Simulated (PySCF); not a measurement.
Cartesian coordinates (Å):
```xyz
12

Si     2.4711     0.5769    -0.1112
Si     0.9290    -0.9319    -0.1383
C     -0.8269    -0.5842    -0.6728
Si    -1.7414     0.4774     0.5811
H      2.4663     1.6233    -1.1640
H      3.8388     0.1592     0.2825
H      0.9974    -2.0013     0.8913
H     -0.8287    -0.0776    -1.6413
H     -1.3506    -1.5375    -0.7929
H     -3.1883     0.5752     0.2384
H     -1.6149    -0.1194     1.9362
H     -1.1518     1.8399     0.5910
```
Charge 0, spin multiplicity 1.

**Question.** What is the computed HOMO–LUMO gap, LUMO and dipole moment (PBE0-D3(BJ)/def2-TZVP (PySCF))?

**Answer.** 
HOMO–LUMO gap: 3.94 eV
LUMO: -1.88 eV
dipole moment: 1.27 D
